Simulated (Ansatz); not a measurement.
Geometry optimisation, Ansatz, UKS PBE-D4/6-31G.

input.yaml

```yaml
crystal:
  periodic: [false, false, false]
  atoms:
    - { symbol: B, position_ang: [0.5358, -2.4462, -0.1024] }
    - { symbol: Si, position_ang: [1.5742, -0.8622, -0.5592] }
    - { symbol: C, position_ang: [0.4664, 0.5044, -1.1909] }
    - { symbol: O, position_ang: [0.6902, 0.9777, -2.4864] }
    - { symbol: C, position_ang: [-0.387, 1.0208, -0.3995] }
    - { symbol: C, position_ang: [-1.2782, 1.5627, 0.4192] }
    - { symbol: C, position_ang: [-1.4789, 0.9864, 1.7899] }
    - { symbol: H, position_ang: [-0.3256, -2.2884, 0.6919] }
    - { symbol: H, position_ang: [0.669, -3.4123, -0.6254] }
    - { symbol: H, position_ang: [2.5517, -1.2324, -1.5731] }
    - { symbol: H, position_ang: [2.2848, -0.406, 0.6639] }
    - { symbol: H, position_ang: [1.3154, 0.5791, -3.1037] }
    - { symbol: H, position_ang: [-1.91, 2.4224, 0.0733] }
    - { symbol: H, position_ang: [-1.3387, 1.7836, 2.561] }
    - { symbol: H, position_ang: [-0.8384, 0.104, 1.9942] }
    - { symbol: H, position_ang: [-2.5536, 0.684, 1.8915] }
magnetization:
  spin_polarized: true
basis:
  gaussian: { orbitals: "6-31G" }
hamiltonian:
  xc: pbe
  dispersion: d4
relax:
  f_tol: 0.02
  max_steps: 50
```

Command:

```bash
$ ansatz run input.yaml --threads 2 --pin off --max-ram 3072MiB --backend cpu --events-out ev --progress --plain --runs-dir out
```

Task: Where does it end, and by what steps?

Result: The forces met the threshold. Limits of this set-up: no polarisation functions. After 40 steps the energy has fallen by 3.237 eV; H9 moved furthest, 1.70 Å. Joined: B1–C5.

| step | energy less start (eV) | largest force component (eV/Å) | accepted |
| --- | --- | --- | --- |
| 0 | 0.0000 | 3.345 | yes |
| 2 | -0.9748 | 0.753 | yes |
| 4 | -1.6974 | 0.952 | yes |
| 6 | -2.1822 | 0.589 | yes |
| 8 | -2.4323 | 0.312 | yes |
| 10 | -2.5429 | 0.255 | yes |
| 12 | -2.5657 | 0.192 | yes |
| 14 | -2.6046 | 0.253 | yes |
| 16 | -2.6453 | 0.217 | yes |
| 18 | -2.6591 | 0.134 | yes |
| 20 | -2.6858 | 0.089 | yes |
| 22 | -2.7283 | 0.220 | yes |
| 24 | -2.7653 | 0.354 | yes |
| 26 | -2.8531 | 0.709 | yes |
| 28 | -3.0115 | 1.186 | yes |
| 30 | -3.1816 | 0.525 | yes |
| 32 | -3.2149 | 0.135 | yes |
| 34 | -3.2272 | 0.192 | yes |
| 36 | -3.2329 | 0.125 | yes |
| 38 | -3.2361 | 0.075 | yes |
| 40 | -3.2369 | 0.017 | yes |

```xyz
16
Properties=species:S:1:pos:R:3
B 0.254 -1.407 0.292
Si 2.100 -1.062 -0.822
C 0.810 0.342 -1.100
O 0.397 0.961 -2.246
C -0.110 0.158 -0.009
C -0.997 1.064 0.500
C -1.965 0.746 1.593
H 0.636 -1.666 1.420
H -0.469 -2.203 -0.266
H 2.702 -1.451 -2.170
H 3.217 -0.529 0.056
H 1.097 0.919 -2.948
H -0.995 2.096 0.119
H -1.918 1.495 2.406
H -1.778 -0.257 2.009
H -3.005 0.770 1.211
```

Whether the end is a true minimum wasn't checked by a vibrational analysis.

Run time: 2.8 min on 2 threads of AMD EPYC 7B13 (Zen 3) (shared host), peak memory 0.22 GiB.
